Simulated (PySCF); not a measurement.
CH2F, charge +1, multiplicity 1. Atoms are numbered in the order given.

```xyz
4

C      0.0000     0.0000    -0.5899
F      0.0000     0.0000     0.6356
H      0.0000     0.9768    -1.0904
H      0.0000    -0.9768    -1.0904
```
Charge +1, spin multiplicity 1.

Coordinates come from a PBE0-D3(BJ)/def2-TZVPD optimisation. The multiplicity is an assumed one; other spin states were not compared. The isomer is the one that the SMILES or the coordinates give; other isomers of the formula were not compared.

These are PBE/pcSseg-2 in PySCF values and carry that method's errors.

GIAO shieldings, no solvent; atoms alike by connectivity are averaged. δ = σ(ref) − σ: ¹³C against TMS (σ = 181.4 ppm); ¹⁹F against CFCl3 (σ = 132.0 ppm); ¹H against TMS (σ = 31.47 ppm), references at their B3LYP-D3(BJ)/def2-TZVP geometries, non-relativistic.

```json
[
 {"nucleus": "¹³C", "atoms": "C1", "count": "1", "δ (ppm)": "299.5"},
 {"nucleus": "¹⁹F", "atoms": "F2", "count": "1", "δ (ppm)": "364.3"},
 {"nucleus": "¹H", "atoms": "H3, H4", "count": "2", "δ (ppm)": "10.67"}
]
```
